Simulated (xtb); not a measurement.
BF, triplet, geometry from GFN2-xTB of the parent state (the spin is typed, not shown lowest); GFN1-xTB run with xtb.

xtb was given this input:
```
$ xtb mol.xyz --gfn 1 --chrg 0 --uhf 2 --json

# file mol.xyz
2

B     -0.00000000    -0.00000000    -1.05967647
F      0.00000000     0.00000000     0.58870915
```

It wrote (shortened):

```
   ID    Z sym.   atoms
    1    5 B      1
    2    9 F      2

           -------------------------------------------------
          |                Calculation Setup                |
           -------------------------------------------------

           -------------------------------------------------
          |                 G F N 1 - x T B                 |
           -------------------------------------------------

          ...................................................
          :                      SETUP                      :
          :.................................................:
          :  # basis functions                   8          :
          :  # atomic orbitals                   8          :
          :  # shells                            4          :
          :  # electrons                        10          :
          :  # halogen bonds                     0          :
          :  max. iterations                   250          :
          :  Hamiltonian                  GFN1-xTB          :
          :  restarted?                      false          :
          :  GBSA solvation                  false          :
          :  PC potential                    false          :
          :  electronic temp.          300.0000000     K    :
          :  accuracy                    1.0000000          :
          :  -> integral cutoff          0.2500000E+02      :
          :  -> integral neglect         0.1000000E-07      :
          :  -> SCF convergence          0.1000000E-05 Eh   :
          :  -> wf. convergence          0.2000000E-04 e    :
          :  Broyden damping             0.4000000          :
          :  net charge                          0          :
          :  unpaired electrons                  2          :
          ...................................................

 iter      E             dE          RMSdq      gap      omega  full diag
   1     -6.2938016 -0.629380E+01  0.724E+00    0.00       0.0  T
   2     -6.3156009 -0.217993E-01  0.334E+00    0.00       1.0  T
   3     -6.3159343 -0.333334E-03  0.199E+00    0.00       1.0  T
   4     -6.3172108 -0.127654E-02  0.219E-01    0.00       1.0  T
   5     -6.3173260 -0.115197E-03  0.211E-02    0.00       3.3  T
   6     -6.3173271 -0.105533E-05  0.115E-03    0.00      61.7  T
   7     -6.3173271 -0.238076E-08  0.856E-05    0.00     825.6  T
   8     -6.3173271 -0.110552E-10  0.533E-07    0.00  100000.0  T

   *** convergence criteria satisfied after 8 iterations ***

 transition dipole moment (au) for excitation:           5           6
     X       Y       Z
  -0.6428  -0.2878   0.0000  total (au/Debye):    0.704   1.790
 dE (eV)             :    4.075
 oscillator strength :  0.70029E-01

         :::::::::::::::::::::::::::::::::::::::::::::::::::::
         ::                     SUMMARY                     ::
         :::::::::::::::::::::::::::::::::::::::::::::::::::::
         :: total energy              -6.316343997897 Eh    ::
         :: gradient norm              0.108120192632 Eh/a0 ::
         :: HOMO-LUMO gap              0.000000000000 eV    ::
         ::.................................................::
         :: SCC energy                -6.317327055977 Eh    ::
         :: -> electrostatic           0.023349752798 Eh    ::
         :: repulsion energy           0.001104439451 Eh    ::
         :: dispersion energy         -0.000121381371 Eh    ::
         :: halogen bond corr.         0.000000000000 Eh    ::
         :: add. restraining           0.000000000000 Eh    ::
         :: total charge              -0.000000000000 e     ::
         :::::::::::::::::::::::::::::::::::::::::::::::::::::

           -------------------------------------------------
          |                Property Printout                |
           -------------------------------------------------

    * Orbital Energies and Occupations

         #    Occupation            Energy/Eh            Energy/eV
      -------------------------------------------------------------
         1        2.0000           -0.7978947             -21.7118
         2        2.0000           -0.5567395             -15.1497
         3        2.0000           -0.5162168             -14.0470
         4        2.0000           -0.5162168             -14.0470
         5        1.0000           -0.4503433             -12.2545
         6        0.5000           -0.3005899              -8.1795 (HOMO)
         7        0.5000           -0.3005899              -8.1795 (LUMO)
         8                         -0.1337049              -3.6383
      -------------------------------------------------------------
                  HL-Gap            0.0000000 Eh            0.0000 eV
             Fermi-level           -0.3917748 Eh          -10.6607 eV

  Mulliken/CM5 charges         n(s)   n(p)   n(d)
     1B     0.30364  0.27969   1.251  1.445  0.000
     2F    -0.30364 -0.27969   1.906  5.398  0.000

Wiberg/Mayer (AO) data.
largest (>0.10) Wiberg bond orders for each atom

 ---------------------------------------------------------------------------
     #   Z sym  total        # sym  WBO       # sym  WBO       # sym  WBO
 ---------------------------------------------------------------------------
     1   5 B    1.007 --     2 F    1.007
     2   9 F    1.007 --     1 B    1.007
 ---------------------------------------------------------------------------

Topologies differ in total number of bonds
Writing topology from bond orders to xtbtopo.mol

 dipole moment from electron density (au)
     X       Y       Z
   0.0000   0.0000  -1.0252  total (Debye):    2.606

           -------------------------------------------------
          | TOTAL ENERGY               -6.316343997897 Eh   |
          | GRADIENT NORM               0.108120192632 Eh/α |
          | HOMO-LUMO GAP               0.000000000000 eV   |
           -------------------------------------------------

normal termination of xtb
```
